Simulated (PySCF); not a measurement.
PySCF input for SiFCl2Br, SMILES Cl[Si](F)(Cl)Br, PBE/pcSseg-1. Coordinates come from a ωB97X-D3(BJ)/def2-SVP optimisation.

```python
import numpy as np
from pyscf import gto, scf, dft
from pyscf.prop.nmr import rks as nmr

mol = gto.M(
    atom='''
    F    -0.67340439   -1.87843382    0.00000000
    Si   -0.46618380   -0.28586954    0.00000001
    Cl   -1.34474043    0.46971921   -1.66103557
    Cl   -1.34474043    0.46971921    1.66103556
    Br    1.66595392    0.14107499   -0.00000000
    ''',
    basis='pcSseg-1',
    charge=0,
    spin=0,
    max_memory=1600,
    verbose=3,
)
mf = dft.RKS(mol, xc='pbe')
mf.grids.level = 3
mf.conv_tol = 1e-10
mf.max_cycle = 100
mf.kernel()
n = nmr.NMR(mf)
n.verbose = 2
n.max_cycle_cphf = 60
sigma = n.kernel()
print('atom   isotropic/ppm   span/ppm')
for i, s in enumerate(sigma):
    w = np.linalg.eigvalsh((s + s.T) / 2)
    print(f'{mol.atom_symbol(i):2s}{i + 1:3d} {w.mean():14.3f} {w[2] - w[0]:11.3f}')
```

Program output:

```
converged SCF energy = -3882.78801288225
atom   isotropic/ppm   span/ppm
F   1        225.785     116.603
Si  2        331.340      27.443
Cl  3        741.385     346.440
Cl  4        741.385     346.440
Br  5       2254.840     839.980
```

The calculation finished and met its thresholds.

Cost: around 15 core-seconds (rough).
